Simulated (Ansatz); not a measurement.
H2SSi (SMILES [SiH]S) moved off its minimum; all values from Ansatz (an electronic-structure program), cores frozen in correlated methods.
(charge 0, multiplicity 1)
```xyz
4

Si     0.3110    -0.8382     0.7631
H      0.7194    -1.7579    -0.3781
S     -0.2416     0.6633    -0.6640
H     -0.6678     1.6462     0.2598
```

Problem. Give the forces (eV/Å), the total energy and the dipole at CCSD(T)/aug-cc-pV(T+d)Z.

Solution. 
```tsv
atom	Fx	Fy	Fz
Si1	-0.048	0.132	-0.126
H2	-0.009	0.021	0.014
S3	-0.414	0.938	1.097
H4	0.472	-1.091	-0.985
```
Energy -687.9826 hartree, dipole 0.58 D.

Doubts at one or more of the structures used: a restricted determinant that unrestricted orbitals would lower (CCSD(T)/aug-cc-pV(T+d)Z).
